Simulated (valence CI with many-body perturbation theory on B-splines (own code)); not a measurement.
**Zn¹⁴⁺: calculated level list**

Calculated by relativistic CI+MBPT: six valence electrons over a frozen Dirac-Fock core [Ne], radial functions for each j: 9 s, 9 p, 8 d, 6 f, 3 g, 1 h, with the one-electron correlation potential Σ1, the two-electron term Σ2, the three-electron term Σ3, Breit, model QED; selected CI, second order for the rest, scaled by the run's own slope (own B-spline code, finite nucleus).

No measured spectrum was set against this ion. As an estimate, levels of excited configurations hold to 0.05 to 0.15 % of their energy, terms of the ground configuration to about 0.5 %. Among the levels kept, up to 1400 cm⁻¹ of a level comes from second order outside the variational space, and about a tenth of that is noise between levels of different J, which matters for small intervals.

Levels 1 to 42 of 42, with energies above the lowest level, 3s2 3p4 3P_2. "Leading %" is the weight of the configuration and term that name the level; weights of strongly mixed levels are sums over their largest components and can fall short.

| No. | Configuration | Term | J | E (eV) | Leading % | Second component | g |
| --- | --- | --- | --- | --- | --- | --- | --- |
| 1 | 3s2 3p4 | 3P | 2 | 0.000 | 88 | 9 % 3s2 3p4 1D | 1.455 |
| 2 | 3s2 3p4 | 3P | 0 | 3.299 | 82 | 15 % 3s2 3p4 1S |  |
| 3 | 3s2 3p4 | 3P | 1 | 3.590 | 97 |  | 1.500 |
| 4 | 3s2 3p4 | 1D | 2 | 7.303 | 88 | 9 % 3s2 3p4 3P | 1.043 |
| 5 | 3s2 3p4 | 1S | 0 | 14.818 | 81 | 15 % 3s2 3p4 3P |  |
| 6 | 3s 3p5 | 3P° | 2 | 47.049 | 80 | 18 % 3s2 3p3 3d 3P° | 1.500 |
| 7 | 3s 3p5 | 3P° | 1 | 49.444 | 76 | 18 % 3s2 3p3 3d 3P° | 1.482 |
| 8 | 3s 3p5 | 3P° | 0 | 51.208 | 79 | 18 % 3s2 3p3 3d 3P° |  |
| 9 | 3s 3p5 | 1P° | 1 | 59.991 | 55 | 39 % 3s2 3p3 3d 1P° | 1.015 |
| 10 | 3s2 3p3 3d | 5D° | 0 | 63.107 | 93 |  |  |
| 11 | 3s2 3p3 3d | 5D° | 2 | 63.181 | 90 |  | 1.462 |
| 12 | 3s2 3p3 3d | 5D° | 1 | 63.188 | 94 |  | 1.489 |
| 13 | 3s2 3p3 3d | 5D° | 3 | 63.225 | 87 | 5 % 3s2 3p3 3d 3D° | 1.468 |
| 14 | 3s2 3p3 3d | 5D° | 4 | 63.613 | 91 | 5 % 3s2 3p3 3d 3F° | 1.483 |
| 15 | 3s2 3p3 3d | 3D° | 2 | 66.560 | 52 | 30 % 3s2 3p3 3d 3F° | 1.020 |
| 16 | 3s2 3p3 3d | 3D° | 3 | 67.849 | 73 | 8 % 3s2 3p3 3d 3F° | 1.301 |
| 17 | 3s2 3p3 3d | 3D° | 1 | 68.255 | 95 |  | 0.519 |
| 18 | 3s2 3p3 3d | 3F° | 2 | 68.861 | 61 | 35 % 3s2 3p3 3d 3D° | 0.854 |
| 19 | 3s2 3p3 3d | 1S° | 0 | 69.392 | 91 |  |  |
| 20 | 3s2 3p3 3d | 3F° | 3 | 69.539 | 74 | 18 % 3s2 3p3 3d 3D° | 1.119 |
| 21 | 3s2 3p3 3d | 3F° | 4 | 70.643 | 82 | 11 % 3s2 3p3 3d 3G° | 1.231 |
| 22 | 3s2 3p3 3d | 3G° | 3 | 72.587 | 81 | 10 % 3s2 3p3 3d 3F° | 0.805 |
| 23 | 3s2 3p3 3d | 3G° | 4 | 73.221 | 72 | 25 % 3s2 3p3 3d 3F° | 1.101 |
| 24 | 3s2 3p3 3d | 3G° | 5 | 73.997 | 98 |  | 1.199 |
| 25 | 3s2 3p3 3d | 1G° | 4 | 74.547 | 82 | 9 % 3s2 3p3 3d 3F° | 1.027 |
| 26 | 3s2 3p3 3d | 1D° | 2 | 76.107 | 73 | 12 % 3s2 3p3 3d 3F° | 1.000 |
| 27 | 3s2 3p3 3d | 3D° | 1 | 77.288 | 94 |  | 0.519 |
| 28 | 3s2 3p3 3d | 3P° | 0 | 78.120 | 89 | 5 % 3s2 3p3 3d 1S° |  |
| 29 | 3s2 3p3 3d | 3P° | 1 | 78.506 | 86 |  | 1.485 |
| 30 | 3s2 3p3 3d | 3D° | 2 | 79.236 | 63 | 19 % 3s2 3p3 3d 3F° | 1.044 |
| 31 | 3s2 3p3 3d | 3F° | 3 | 79.320 | 83 | 8 % 3s2 3p3 3d 3G° | 1.067 |
| 32 | 3s2 3p3 3d | 3F° | 2 | 79.829 | 60 | 22 % 3s2 3p3 3d 3D° | 0.887 |
| 33 | 3s2 3p3 3d | 3F° | 4 | 80.301 | 73 | 13 % 3s2 3p3 3d 1G° | 1.203 |
| 34 | 3s2 3p3 3d | 3P° | 2 | 81.216 | 76 | 6 % 3s2 3p3 3d 1D° | 1.400 |
| 35 | 3s2 3p3 3d | 3D° | 3 | 81.419 | 78 | 9 % 3s2 3p3 3d 1F° | 1.272 |
| 36 | 3s2 3p3 3d | 3P° | 1 | 85.493 | 36 | 24 % 3s2 3p3 3d 3S° | 1.467 |
| 37 | 3s2 3p3 3d | 3P° | 2 | 85.556 | 78 | 13 % 3s 3p5 3P° | 1.484 |
| 38 | 3s2 3p3 3d | 1F° | 3 | 86.076 | 71 | 19 % 3s2 3p3 3d 3D° | 1.067 |
| 39 | 3s2 3p3 3d | 3S° | 1 | 86.219 | 60 | 20 % 3s2 3p3 3d 1P° | 1.622 |
| 40 | 3s2 3p3 3d | 3P° | 1 | 88.242 | 44 | 21 % 3s2 3p3 3d 1P° | 1.375 |
| 41 | 3s2 3p3 3d | 3P° | 0 | 88.282 | 77 | 18 % 3s 3p5 3P° |  |
| 42 | 3s2 3p3 3d | 3D° | 3 | 88.727 | 83 | 12 % 3s2 3p3 3d 1F° | 1.287 |

Names give the largest LS component (configuration and term), which can be under half, so a name can repeat, a term be missing and a line seem to break the LS rules; names also repeat where a configuration has a term twice.

The ionisation energy to 3s2 3p3 4S°_3/2 of the next ion comes out as 491.23 eV (NIST: 490.6 ± 0.6 eV (semi-empirical)). All 42 levels together are meant to be complete up to 88.885 eV.
